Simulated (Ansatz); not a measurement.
Coupled-cluster diagnostics for Al₂B₃, Ansatz.

Geometry of the doublet (PBE0-D4/def2-SVP):

```xyz
5

B    -0.572    0.835    1.232
B     0.545   -0.782   -1.178
B    -0.013    0.032    0.031
Al    1.332   -1.927   -2.872
Al   -1.292    1.841    2.786
```

Correlated methods freeze 13 core orbitals. In CCSD on the charge 0 doublet the largest single amplitude is 0.23, so its Hartree–Fock determinant may place the open shell otherwise than the density functionals do. The geometry of the doublet was relaxed on an unsound state (⟨S²⟩ 1.77, where a pure state has 0.75). Another isomer (doublet) lies 2.13 eV lower at PBE0-D4/def2-TZVP; other spin states weren't run for this one.

Question: Estimate the CCSD(T) correlation energy, the shares of MP2 and (T), T1 and the reference's ⟨S²⟩ for: charge 0, doublet, own geometry in def2-TZVPP; and the rough time on 4 threads of Arm Neoverse V1 on a shared host.

Answer: 
```json
{"state": "charge 0, doublet, own geometry", "basis": "def2-TZVPP", "correlation (eV)": "-10.648", "MP2 share (%)": "73.0", "(T) share (%)": "6.2", "T1": "0.119", "⟨S²⟩ (pure)": "2.48 (0.75)", "wall time": "99 s", "remarks": "large T1 (0.119), spin-contaminated (⟨S²⟩ 2.48)"}
```
Customary marks for T1 are 0.02 (closed shells), 0.045 (open shells) and about 0.05 (3d metals). T1 exceeds 0.02 in 1 of 1 rows and 0.045 in 1; the higher it lies, the less the single-reference result can be trusted.
